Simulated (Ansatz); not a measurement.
`[CH3][Ti]([OH])([F])[F]` + NH₃ → `[CH3][Ti]([NH2])([OH])[F]` + H–F at 298.15 K and 1 bar (ligand exchange at a Ti–F bond).

Computed with Ansatz on PBE0-D4/def2-TZVP structures; ΔE is electronic, products minus reactants. CBS: MP2 limit from def2 TZ/QZ plus the TZ coupled-cluster correction, frozen cores. This one scheme is used for every species. For Ti outer-core shells are correlated without core-valence functions, which leaves a few kJ/mol of doubt a bond. Scalar relativity is left out up to krypton. Each species was taken in one conformer, which may not be the lowest.

```
                    species  CCSD(T)/CBS energy (Eh)  H − E (kJ/mol)  S (J/(mol·K))
  `[CH3][Ti]([OH])([F])[F]`              -1164.33683           160.8          368.6
                        NH₃                -56.50880           100.5          192.4
`[CH3][Ti]([NH2])([OH])[F]`              -1120.41350           222.8          377.2
                        H–F               -100.39570            33.5          173.6
```

H − E and S are ideal-gas, rigid-rotor, harmonic terms from PBE0-D4/def2-TZVP, for one conformer and one mirror image of each species. 1 Eh = 2625.50 kJ/mol, R = 8.31446 J/(mol·K).

**Question.** By hand: ΔE, ΔH, ΔS and ΔG.

**Answer.** ΔE = (-1120.41350) + (-100.39570) − (-1164.33683) − (-56.50880) = 0.03643 Eh = 95.6 kJ/mol. Δ(H − E) = 222.8 + 33.5 − 160.8 − 100.5 = -5.0, so ΔH = 90.6 kJ/mol. ΔS = 377.2 + 173.6 − 368.6 − 192.4 = -10.2 J/(mol·K). ΔG = 90.6 − 298.15 × (-10.2)/1000 = 93.6 kJ/mol.

**Question.** By hand: the equilibrium constant, and the temperature at which ΔG would vanish if ΔH and ΔS stayed fixed.

**Answer.** log₁₀ K = −ΔG/(RT ln 10) = -16.4. ΔH and −TΔS have one sign here, so there is no such temperature.

The number of gas molecules stays the same, so ΔS is small and ΔH decides. A doubt of 5 kJ/mol in ΔE shifts log₁₀ K by 0.9 here. Other conformers and mirror images would add mixing entropy, several J/(mol·K) or more a flexible species. These are equilibria of isolated gas molecules and say nothing of rates. Largest T1 diagnostic: 0.023 (customary marks: 0.02 for closed shells, 0.045 for open ones).

ΔS is within the doubt of such terms, so its sign, and with it that verdict, could turn.
